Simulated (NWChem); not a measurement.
C₂H₆AlF; SMILES [CH3][Al]([CH3])[F]

```xyz
10

Al    -0.0432     0.0029    -0.0012
C      0.7858     1.7636    -0.0015
H      1.6136     1.8251    -0.7275
H      1.2232     1.9829     0.9883
H      0.0679     2.5666    -0.2291
C      0.8747    -1.7132     0.0019
H      0.7297    -2.2277    -0.9639
H      0.4654    -2.3840     0.7753
H      1.9597    -1.6217     0.1675
F     -1.7179    -0.0535     0.0003
```
Atoms are numbered in this order, from 1.

Structure relaxed at the PBE0/def2-SVP level.

 States above −ε(HOMO) = 8.0 eV lie in this functional's continuum and hang on the basis.

**Question.** List the 4 lowest vertical singlet excitations from PBE0/def2-SVPD, TDA (NWChem).

**Answer.** 
| state | energy (eV) | oscillator strength | leading excitation (squared amplitude) |
|---|---|---|---|
| S1 | 6.13 | 0.000 | HOMO → LUMO (0.50) |
| S2 | 6.67 | 0.170 | HOMO → LUMO+1 (0.49) |
| S3 | 8.07 | 0.022 | HOMO → LUMO+3 (0.82) |
| S4 | 8.11 | 0.069 | HOMO−1 → LUMO (0.69) |
